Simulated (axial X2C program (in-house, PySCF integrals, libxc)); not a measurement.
# Potential curves of VH⁻, with spin–orbit coupling

Calculated with an in-house relativistic program for diatomic molecules. Two-component (2c) means X2C with spin–orbit coupling and atomic mean-field two-electron Coulomb and Gaunt terms. Basis: V dyall-acv3z [11s11p7d4f2g], H dyall-av3z [7s3p2d] (cores contracted in-house); Gaussian nuclei, density fitting, unrestricted open shells. Masses: V 50.944 u, H 1.008 u.

State: Ω = 1/2 (⟨Sz⟩ = -1.50, ⟨Lz⟩ = 2.00 at PW91). Energies in eV from the lowest point of each curve. Fits are polynomials in 1 − R0/R over 0.85 to 1.23 times the lowest point R0.

```tsv
R (Å)	PW91
1.5138	0.2099
1.5834	0.0797
1.6356	0.0254
1.6878	0.0008
1.7400	0.0000
1.8009	0.0231
1.8618	0.0661
1.9401	0.1429
2.0358	0.2584
2.1750	0.4482
```

The state is one determinant whose occupation by symmetry is held fixed; it was picked as the lowest of a PBE0 search that is not exhaustive. Density functionals use the spin component along the axis (collinear). PBE0 can misorder states that lie within some tenths of an eV, so this need not be the ground state of the molecule. The nearest other 2c determinant of the search, Ω = 7/2, lies 0.04 eV up at the distance of the search. The functionals have no current-density term, which raises determinants with orbital currents, atoms included. With several unpaired electrons one determinant need not be a pure state. At some level and bond length an empty orbital lies below a filled one. The highest occupied level of some functionals is positive through self-interaction error; at Hartree–Fock it is bound. The determinant is spin-polarised beyond a pure state at some levels (its spin-free form has ⟨S²⟩ too high), which makes Re and μ there less reliable.

Problem. Fit the PW91 curve near its minimum: give the equilibrium distance and the harmonic wavenumber.

Solution. At PW91, 2c: Re = 1.715 Å, ωe ≈ 1460 cm⁻¹; Be follows as 5.8 cm⁻¹.
